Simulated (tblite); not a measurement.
Species: C₅H₉FGaN.
Numbering: `[F:1][GaH:2][N:3]1[CH2:4][CH:5]=[CH:6][CH2:7][CH2:8]1` (hydrogens: H9 on Ga2; H10, H11 on C4; H12 on C5; H13 on C6; H14, H15 on C7; H16, H17 on C8)

Computed with GFN2-xTB (tblite), gas phase: L-BFGS steps from a force-field or distance-geometry start until the largest atomic force falls under 0.01 eV/Å.

Step 98: E = -658.4344 eV
```
atom  x, y, z in Å  |  force x, y, z in eV/Å
F1      2.9891   -1.5128   -1.0647   -0.014   0.023  -0.012
Ga2     2.2706    0.0197   -0.6365   -0.011  -0.009  -0.008
N3      0.9336    0.0248    0.6464    0.013   0.011  -0.014
C4      0.2297    1.2668    0.9122   -0.014   0.009   0.001
C5     -1.1456    1.3044    0.3132    0.014   0.012  -0.036
C6     -1.7346    0.2280   -0.1818   -0.011  -0.014   0.015
C7     -1.0845   -1.1242   -0.1615   -0.003   0.000   0.002
C8      0.0833   -1.1352    0.8296    0.005  -0.008  -0.001
H9      2.9588    1.2890   -1.1748    0.000  -0.019   0.013
H10     0.1398    1.4089    2.0015    0.039   0.023   0.027
H11     0.8349    2.0968    0.5190   -0.020   0.016   0.028
H12    -1.6380    2.2669    0.3218    0.005  -0.011  -0.018
H13    -2.7225    0.2895   -0.6194    0.019  -0.023   0.015
H14    -0.7015   -1.3540   -1.1665    0.007  -0.010   0.003
H15    -1.8167   -1.8931    0.0986    0.014   0.026   0.001
H16    -0.2984   -1.1283    1.8586   -0.026  -0.026  -0.031
H17     0.6950   -2.0353    0.6878   -0.019   0.000   0.015
```

Step 99: E = -658.4348 eV
```
atom  x, y, z in Å  |  force x, y, z in eV/Å
F1      2.9807   -1.5111   -1.0759   -0.009   0.019  -0.012
Ga2     2.2660    0.0197   -0.6372   -0.024  -0.012  -0.005
N3      0.9347    0.0239    0.6519   -0.001   0.012  -0.010
C4      0.2298    1.2665    0.9155   -0.001   0.004   0.014
C5     -1.1433    1.3050    0.3112    0.028   0.014  -0.039
C6     -1.7304    0.2286   -0.1861   -0.004  -0.010   0.030
C7     -1.0823   -1.1241   -0.1599    0.012  -0.014   0.001
C8      0.0839   -1.1361    0.8336   -0.001  -0.010  -0.007
H9      2.9453    1.2917   -1.1764    0.014  -0.007   0.006
H10     0.1379    1.4083    2.0048    0.031   0.020   0.021
H11     0.8381    2.0959    0.5256   -0.028   0.013   0.022
H12    -1.6351    2.2678    0.3145    0.010  -0.009  -0.014
H13    -2.7153    0.2914   -0.6294    0.008  -0.028   0.011
H14    -0.6969   -1.3559   -1.1637    0.002  -0.016   0.006
H15    -1.8155   -1.8918    0.1012    0.010   0.028  -0.008
H16    -0.3000   -1.1307    1.8620   -0.020  -0.020  -0.035
H17     0.6953   -2.0371    0.6919   -0.026   0.015   0.017
```

Q: Estimate the geometry and energy of step 100. (The exact step hangs on the optimiser's Hessian estimate; all steps are aligned on step 99, rigid shifts and turns removed.)

A: E = -658.4353 eV, largest force 0.048 eV/Å
```
atom  x, y, z in Å  |  force x, y, z in eV/Å
F1      2.9710   -1.5096   -1.0888   -0.005   0.014  -0.011
Ga2     2.2608    0.0194   -0.6390   -0.037  -0.012   0.001
N3      0.9358    0.0233    0.6572   -0.015   0.008   0.000
C4      0.2298    1.2663    0.9190    0.016  -0.002   0.025
C5     -1.1407    1.3057    0.3087    0.036   0.011  -0.029
C6     -1.7262    0.2289   -0.1898    0.009  -0.006   0.035
C7     -1.0795   -1.1241   -0.1586    0.027  -0.024  -0.002
C8      0.0844   -1.1367    0.8380   -0.009  -0.007  -0.012
H9      2.9326    1.2941   -1.1779    0.025   0.002  -0.001
H10     0.1365    1.4077    2.0086    0.017   0.014   0.009
H11     0.8407    2.0957    0.5330   -0.032   0.011   0.013
H12    -1.6322    2.2685    0.3075    0.013  -0.004  -0.012
H13    -2.7078    0.2924   -0.6392   -0.004  -0.030   0.008
H14    -0.6905   -1.3577   -1.1609   -0.005  -0.019   0.010
H15    -1.8138   -1.8905    0.1024    0.005   0.024  -0.013
H16    -0.3029   -1.1324    1.8651   -0.014  -0.009  -0.032
H17     0.6950   -2.0390    0.6984   -0.026   0.027   0.011
```

The energy changes by -0.0004 eV. The first-order estimate −F·Δx gives -0.0006 eV and the mean of the old and new forces, exact on a quadratic surface, -0.0004 eV. The step makes an angle of 81° with the force vector and moves no atom by more than 0.016 Å.

The cost below is that of the whole relaxation. Time: 1.5 s of wall time. Hardware: one thread, Arm Neoverse N1 (aarch64), shared host with 64 logical CPUs at a one-minute load of 61.
